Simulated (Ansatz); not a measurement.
HAlClS, SMILES `[SH][Al-][Cl]` (lower singlet; H–S–Al–Cl torsion 0°) (charge -1, multiplicity 1). This singlet lies 1.71 eV below the relaxed triplet at the level frozen-core CCSD(T)/aug-cc-pVTZ // PBE0-D3(BJ)/def2-TZVPD (Ansatz, a program for electronic structure).

Cartesian coordinates (Å):
SMILES: [SH][Al-][Cl]
```xyz
4

S     -1.4242     0.5087     0.0803
Al     0.8315     1.1852     0.1135
Cl     1.7703    -0.8900    -0.1277
H     -1.1776    -0.8039    -0.0662
```
Charge -1, spin multiplicity 1.

The restricted HF start is unstable towards unrestricted orbitals.

Problem. Give the natural occupations of the active orbitals, the CASSCF energy and the corrected energy for frozen-core fic-MRCISD+Q@CASSCF(2e,2o)/aug-cc-pVTZ // PBE0-D3(BJ)/def2-TZVPD (Ansatz).

Solution. 
```json
{
 "natural_occupations": "1.90, 0.10",
 "CASSCF energy": "-1099.7362 Ha",
 "corrected_energy": "-1100.2177 Ha",
 "weight_of_the_reference": "0.861"
}
```
